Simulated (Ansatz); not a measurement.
Z-matrix (Å, degrees):
```
C
N 1 1.426
In 1 2.707 2 50.9
N 1 1.504 2 109.3 3 -25.1
H 1 1.097 2 113.4 3 -149.4
H 1 1.097 2 110.6 3 89.7
H 2 1.012 1 110.7 3 118.9
H 3 1.725 1 127.4 2 -81.9
H 3 1.722 1 103.9 2 113.9
H 4 1.015 1 111.0 2 -87.9
H 4 1.016 1 113.3 2 150.7
```

Total charge 0; spin multiplicity 1. In: def2 effective core potential.

(1) List the ωB97M-V/def2-TZVPP orbital energies in eV (Ansatz 0.2.0). (Best estimate.)

Answers

(1) The calculation gave: Occupied: -395.38, -393.19, -282.98, -130.38, -86.81, -86.58, -86.56, -28.63, -25.86, -23.29, -23.18, -23.14, -23.09, -22.95, -20.27, -17.26, -16.58, -15.04, -13.63, -13.08, -11.42, -10.18, -9.89, -8.54. Lowest empty: 0.74, 1.50, 1.99, 2.45, 3.07, 3.69, 3.87, 4.05.
